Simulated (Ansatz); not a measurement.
Consider the ligand exchange at the Si–C bond: `OC[SiH2][SiH3]` + `N[SiH2]F` → `F[SiH2]N[SiH2][SiH3]` + CH₃OH.

Isolated molecules relaxed with PBE0-D4/def2-TZVP in Ansatz; ΔE leaves out vibrations. CBS: MP2 limit from def2 TZ/QZ plus the TZ coupled-cluster correction, frozen cores. This one scheme is used for every species. Functionals use def2-TZVPP. One conformer a species, not always the lowest.

```json
{"level": "PBE0-D4", "ΔE (kcal/mol)": "-14.8"}
{"level": "ωB97X-V", "ΔE (kcal/mol)": "-15.6"}
{"level": "r2SCAN", "ΔE (kcal/mol)": "-14.8"}
{"level": "HF/def2-TZVPP", "ΔE (kcal/mol)": "-18.9"}
{"level": "CCSD(T)/def2-TZVPP", "ΔE (kcal/mol)": "-16.3"}
{"level": "SCS-MP2/def2-QZVPP", "ΔE (kcal/mol)": "-17.4"}
{"level": "HF/CBS(def2)", "ΔE (kcal/mol)": "-19.1"}
{"level": "CCSD/CBS(def2)", "ΔE (kcal/mol)": "-16.7"}
```

What does CCSD(T)/CBS give? (Estimate.)

Computed: -16.3 kcal/mol. The listed levels differ from it by 1.5, 0.7, 1.5, -2.6, 0.0, -1.1, -2.8, -0.4 kcal/mol.

Largest T1 diagnostic among the species: 0.012.

The D4 term adds −1.0 kcal/mol with B3LYP and −0.6 kcal/mol with PBE0; it sums over pairs of atoms, weighted by their polarisabilities, and B3LYP, whose exchange is more repulsive, gets the larger term. From PBE to PBE0 (25 % exact exchange), in def2-TZVPP and without D4, ΔE moves by −1.4 kcal/mol.

B3LYP here is the variant with VWN-RPA as its local correlation; programs differ in this.
